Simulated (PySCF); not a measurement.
Working out the ionisation energy of N²⁺

N²⁺ [He] 2s2 2p1 (2P) → N³⁺ [He] 2s2 (1S). Calculation: PySCF 2.14, in dyall-acv3z; the spin-free X2C one-electron Hamiltonian (Gaussian nucleus). Frozen: nothing; the 5 highest virtual orbitals dropped. Energies in hartree (1 hartree = 27.21139 eV):

```json
{"part": "UHF", "N²⁺ (lower)": "-52.850195", "N³⁺ (upper)": "-51.112119"}
{"part": "MP2 opposite-spin", "N²⁺ (lower)": "-0.100885", "N³⁺ (upper)": "-0.097447"}
{"part": "MP2 same-spin", "N²⁺ (lower)": "-0.007375", "N³⁺ (upper)": "-0.002459"}
```

What does Hartree-Fock give?

(-51.112119) − (-52.850195) = 1.738076 hartree = 47.295 eV.

What do MP2 and SCS-MP2 (6/5 opposite-spin, 1/3 same-spin) give?

The opposite-spin parts differ by 0.094 eV and the same-spin parts by 0.134 eV. MP2: 47.295 + (0.094) + (0.134) = 47.523 eV. SCS-MP2: 47.295 + 1.2 × (0.094) + (0.134)/3 = 47.452 eV.

A first-order spin-orbit estimate adds 0.015 eV to MP2 (valence and next inner shell), giving 47.538 eV against 47.445 eV (semi-empirical (NIST evaluation); NIST Atomic Spectra Database, ionization energies).

What remains against the reference includes basis incompleteness and correlation beyond second order.
